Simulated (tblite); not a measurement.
Species: C₆H₁₂Si.
Cartesian coordinates in Å at the GFN2-xTB level; atoms count from 1:
```
atom  x, y, z in Å
C1    -1.9266    1.6403    1.7781
C2    -1.6081    0.9894    0.8258
C3    -1.2518    0.1556   -0.3077
C4    -2.3773   -0.8507   -0.5719
C5     0.0796   -0.5577   -0.0467
Si6    1.5641    0.6267    0.0975
C7     3.1336   -0.4043    0.3764
H8    -2.1956    2.2270    2.6051
H9    -1.1434    0.8037   -1.1864
H10   -2.4966   -1.5146    0.2822
H11   -2.1478   -1.4508   -1.4504
H12   -3.3210   -0.3355   -0.7393
H13   -0.0186   -1.1535    0.8635
H14    0.2523   -1.2634   -0.8630
H15    1.3698    1.5605    1.2107
H16    1.6910    1.3840   -1.1577
H17    3.3118   -1.0961   -0.4419
H18    4.0060    0.2358    0.4579
H19    3.0688   -0.9869    1.2907
```

Calculated harmonic vibrations of the isolated species, GFN2-xTB (tblite), most abundant isotopes, no scaling. The method is semi-empirical: single wavenumbers can be off by several per cent or more. Modes of hydrogen on silicon can be 10 to 20 % off. One conformer, not necessarily the lowest.

Harmonic wavenumbers (cm⁻¹): 31.7, 75.8, 113.5, 124.6, 151.3, 188.9, 230.6, 236.3, 320.8, 442.7, 468.2, 479.4, 569.6, 655.8, 664.5, 679.5, 740.5, 760.5, 776.2, 787.1, 827.2, 844.7, 872.8, 972.0, 1031.3, 1082.2, 1131.9, 1157.5, 1248.5, 1304.8, 1317.7, 1375.1, 1407.7, 1472.6, 1489.4, 1495.7, 1495.9, 1501.5, 2194.9, 2245.8, 2291.7, 2902.3, 2958.6, 2975.3, 3024.4, 3028.8, 3035.4, 3037.2, 3039.1, 3051.5, 3394.2.

A = 3512, B = 1141, C = 932.1 MHz; mass 112.071 u (most abundant isotopes); point group C1, symmetry number 1.

Q: Zero-point energy?

A: Half the sum of the wavenumbers: 33853 cm⁻¹ = 96.79 kcal/mol.

Q: What is S at 200 K and 1 bar for an ideal gas of classical rigid rotors and harmonic oscillators?

A: Translation 38.10, rotation 27.65, vibration 21.14: S = 86.9 cal/(mol K).

Q: And Cp and H(200 K) − H(0)?

A: Cp = 29.70 cal/(mol K), of which vibrations give 21.75 (their classical limit is 51 R = 101.3); H(200 K) − H(0) = 3.84 kcal/mol without the zero-point energy, 2.25 from vibrations.

Q: What must be added to the electronic energy to get the Gibbs energy at 200 K and 1 bar?

A: ZPE + [H(200 K) − H(0)] − T·S = 96.79 + 3.84 − 17.38 = 83.25 kcal/mol.

Q: How do the functions run with temperature in this model?

A: 
```tsv
T (K)	S (cal/(mol K))	Cp (cal/(mol K))	H − H(0) (kcal/mol)	G − H(0) (kcal/mol)	ln q(vib)
50	58.6	13.8	0.52	-2.41	0.72
100	70.1	19.8	1.37	-5.64	2.09
298.15	100.6	39.7	7.25	-22.75	7.71
373.15	110.3	46.8	10.50	-30.66	9.77
500	125.5	57.0	17.10	-45.63	13.17
750	151.5	71.5	33.28	-80.35	19.54
1000	173.5	81.3	52.45	-121.05	25.39
```

q(vib) and H(0) count from the zero-point level.

Q: Blend soft modes into free rotors: weight 1/[1 + (100 cm⁻¹/ν̃)⁴] for the oscillator and the rest for a rotor with moment μB/(μ + B), μ = h/(8π²ν), B = 10⁻⁴⁴ kg m². What vibrational entropy results?

A: 19.49 cal/(mol K) in place of 21.14, which changes −T·S at 200 K by +0.33 kcal/mol.

Hindered rotation and anharmonicity are outside this model. Other conformers, if any are populated, would add a mixing term that is left out. The structure is chiral; the term R ln 2 for an equal mix with its mirror image is left out.
